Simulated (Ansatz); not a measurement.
Cartesian coordinates in Å:
```
S 0.542 -1.326 2.533
Al 0.030 -0.309 0.702
O -1.273 0.603 0.053
C -0.484 0.712 -1.133
O 0.720 0.000 -0.843
H 1.729 -1.693 2.011
H -0.260 1.764 -1.344
H -1.004 0.249 -1.979
```

Total charge 0; spin multiplicity 1.

Question: List the B3LYP/def2-TZVPP orbital energies in eV (the Gaussian-basis code of Ansatz). (Estimate.)

Answer: Computed: Occupied: -2418.49, -1525.25, -520.18, -520.18, -279.39, -216.51, -161.06, -160.97, -160.89, -113.23, -73.93, -73.82, -73.80, -28.52, -25.69, -20.45, -17.45, -13.26, -12.67, -12.35, -11.98, -10.78, -9.30, -8.44, -8.43, -8.31, -7.64. Lowest empty: -1.15, -0.41, -0.36, 0.35, 1.49, 2.97, 3.04, 3.15.

B3LYP here is the variant with VWN-RPA as its local correlation; programs differ in this.
